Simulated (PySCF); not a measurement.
## Excitation energy of Bi by level of theory

Bi [Xe] 4f14 5d10 6s2 6p3 (4S) → Bi [Xe] 4f14 5d10 6s1 6p3 6d1 (6D), as a difference of total energies. Computed with PySCF 2.14 in x2c-TZVPPall with one added diffuse shell each of s, p, d, f type (12s8p7d4f, 99 functions), with scalar relativity by spin-free X2C-1e. Correlated levels: valence and next inner shell: [Kr] 4d10 4f14 frozen. The calculations carry no spin-orbit coupling.

```json
{"method": "UHF", "excitation energy (eV)": "12.917"}
{"method": "MP2 (valence and next inner shell)", "excitation energy (eV)": "15.017"}
{"method": "SCS-MP2 (valence and next inner shell)", "excitation energy (eV)": "15.067"}
{"method": "CCSD (valence and next inner shell)", "excitation energy (eV)": "14.608"}
{"method": "CCSD(T) (valence and next inner shell)", "excitation energy (eV)": "14.694"}
```

How much does correlation contribute at CCSD(T) (valence and next inner shell)?

14.694 − (12.917) = 1.777 eV, measured against UHF.

Spin-orbit coupling is strong in these open shells (close to jj coupling). The scalar numbers leave it out and a first-order estimate fails, so it can dominate the gap to the real levels.

The upper state lies above the first ionisation limit.

The promoted electron is Rydberg-like, and one or two diffuse shells describe it only roughly, which tends to raise the upper state.
